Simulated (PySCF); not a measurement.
## Working out the ionisation energy of Ag

Ag [Kr] 4d10 5s1 (2S) → Ag⁺ [Kr] 4d10 (1S). Computed with PySCF 2.14 in aug-cc-pVTZ-PP with ECP28MDF (6s6p5d3f2g, 88 functions), with scalar relativity through the core potential. Frozen: 4s2 4p6. Energies in hartree (1 hartree = 27.21139 eV):

```tsv
part	Ag (lower)	Ag⁺ (upper)
UHF	-146.055574	-145.821671
MP2 opposite-spin	-0.263090	-0.238569
MP2 same-spin	-0.148950	-0.132286
```

**Question.** What does Hartree-Fock give?

**Answer.** (-145.821671) − (-146.055574) = 0.233903 hartree = 6.365 eV.

**Question.** What do MP2 and SCS-MP2 (6/5 opposite-spin, 1/3 same-spin) give?

**Answer.** The opposite-spin parts differ by 0.667 eV and the same-spin parts by 0.453 eV. MP2: 6.365 + (0.667) + (0.453) = 7.485 eV. SCS-MP2: 6.365 + 1.2 × (0.667) + (0.453)/3 = 7.316 eV.

Measured between the centres of the two terms (NIST): 7.576 eV, so MP2 (valence) is off by -0.091 eV.

What remains against the reference includes basis incompleteness, the frozen core and correlation beyond second order.
